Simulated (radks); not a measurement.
Radial electron density D(r) = 4 pi r^2 rho(r) of an atom or ion with 43 electrons. All-electron calculation, scalar-relativistic Kohn-Sham, r2SCAN, spin-unpolarised, spherical densities, finite nucleus; meta-GGA in the generalised Kohn-Sham scheme; Fermi nuclear charge, rms radius of each element as measured or else 0.836 A^(1/3) + 0.57 fm. Program: a radial shooting solver on a logarithmic mesh with Libxc functionals.

r (bohr)  D(r) (e/bohr)
0.003129          8.119
0.003556          9.934
0.004074          12.24
0.00463           14.80
0.005305          17.97
0.006029          21.39
0.006908          25.50
0.007851          29.76
0.008995          34.62
0.01022           39.39
0.01171           44.44
0.01331           48.94
0.01525           53.12
0.01733           56.19
0.01986           58.22
0.02257           58.80
0.02586           58.00
0.02939           56.15
0.03367           53.60
0.03827           51.42
0.04384           50.30
0.04983           51.16
0.05709           54.52
0.06489           59.69
0.07434           66.13
0.08449           71.37
0.0968            74.04
0.11              72.63
0.126             67.03
0.1433            59.57
0.1641            52.32
0.1865            48.81
0.2137            49.86
0.2429            54.06
0.2783            58.29
0.3163            58.44
0.3624            52.58
0.4118            42.47
0.4718            30.36
0.5363            21.28
0.6144            16.27
0.6983            15.47
0.8               16.54
0.9093            17.02
1.042             15.73
1.184             13.00
1.356             9.425
1.542             6.281
1.766             3.688
2.007             2.038
2.3              0.9802
2.614            0.4411
2.995            0.1641
3.404           0.05508
3.9             0.01409
4.432          0.003125

What is the nuclear charge?

Answer. Z = 46. The innermost maximum, from 1s, lies near gamma/Z bohr with gamma = sqrt(1 - (Z/c)^2) = 0.942, here 0.0205 bohr (found: 0.0224), and its height grows with Z. The density is that of the palladium ion Pd3+ in [Kr] 4d7; the configuration itself is not fixed sharply by these data, and Z only to a few units. D(r) has 4 maxima, at r = 0.0224, 0.0984, 0.299, 0.888 bohr, and minima at 0.0442, 0.194, 0.676 bohr, inside which lie 2.01, 11.16, 29.01 electrons.
